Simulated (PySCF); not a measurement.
An unknown shows these calculated signals:

1H NMR (600 MHz, computed): δ 6.31 (m, 4H), 6.09 (m, 4H), 5.97 (m, 4H).

13C{1H} NMR (computed): δ 136.1 (CH2), 131.7 (CH).

[PySCF: NMR shieldings at KT2/pcSseg-1/GIAO; PBE0-D3(BJ)/def2-SVP geometry; in vacuum; relativity neglected; single conformer; equivalent nuclei averaged]

δ = σ(ref) − σ, references computed at the same level: 1H, 13C against TMS.

Problem. Which of these does the molecule contain: a vinyl group CH=CH2, an amide, a non-aromatic C=C double bond, a CF3 group, a tert-butyl group?

Solution. 
- A vinyl group CH=CH2: yes (δC 136.1, 131.7; δH 5.97 (m), 6.31 (m), 6.09 (m)).
- An amide: no.
- A non-aromatic C=C double bond: yes.
- A CF3 group: no.
- A tert-butyl group: no.

The data belong to `C=C[Si](C=C)(C=C)C=C`, C$_{8}$H$_{12}$Si; they needn't prove each group on their own.

Carbon signals by region: 2 in the sp2 and nitrile region (100–160 ppm).

Shifts are as computed. Against solution values, carbons near 30 ppm lie about +2 ppm off and those near 130 ppm about -5 ppm. Of 1211 compounds with measured shifts, 218 miss one by over three times the rms of a fit or turn the order of signals round; such compounds aren't used in these exercises. No couplings were computed; multiplicities are counted from neighbouring protons, with m where these are inequivalent, close in shift, in a saturated or five-membered ring or joined by F or P, and br s for small geminal =CH2 splittings.
